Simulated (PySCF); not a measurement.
Vertical excitations of a molecule C₄H₆ClF from TDDFT-CAM-B3LYP/def2-SVPD in PySCF, as energy in eV (oscillator strength): 6.00 (0.000), 6.52 (0.005), 6.78 (0.483), 7.54 (0.005), 7.71 (0.000), 7.77 (0.010), 7.82 (0.000), 8.34 (0.007), 8.38 (0.017), 8.63 (0.014). Lowest triplet (TDA): 3.99 eV. Geometry: PBE-D3(BJ)/def2-SVP. Other conformers were not sampled.

Q: Identify the compound among the candidates.
(A) CC/C(F)=C/Cl
(B) F[C@@H]1C[C@@H]1CCl
(C) C/C(F)=C(\C)Cl
(D) C[C@@H]1[C@H](F)[C@@H]1Cl

A: C, C/C(F)=C(\C)Cl
